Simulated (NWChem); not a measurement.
System: GeH$_{2}$BrF; SMILES [Br][GeH2][F]

Here is an NWChem input.

```
start job
memory heap 200 mb stack 900 mb global 1100 mb
geometry units angstroms noautoz
  Ge    -0.327747     0.922216     0.000000
  F      1.210953     1.738700     0.000000
  Br     0.082917    -1.363583     0.000000
  H     -1.047284     1.290302     1.312929
  H     -1.047284     1.290302    -1.312929
end
basis spherical
  Ge library pcseg-1
  F library pcseg-1
  Br library pcseg-1
  H library pcseg-1
end
dft
  xc xtpss03 ctpss03
  iterations 150
  mulliken
end
task dft energy
```

Geometry: optimised at B3LYP/6-31G* (spherical d).

**Question.** Give the results of this calculation. (TPSS/pcseg-1.) Quantities: basis functions; energy (Ha); highest occupied level (eV); orbital gap (eV); dipole (D).

**Answer.** The number of basis functions comes out as 78, the energy (Ha) comes out as -4751.61 and the highest occupied level (eV) is -7.47. The orbital gap (eV) is 5.80 and the dipole (D) comes out as 2.16.
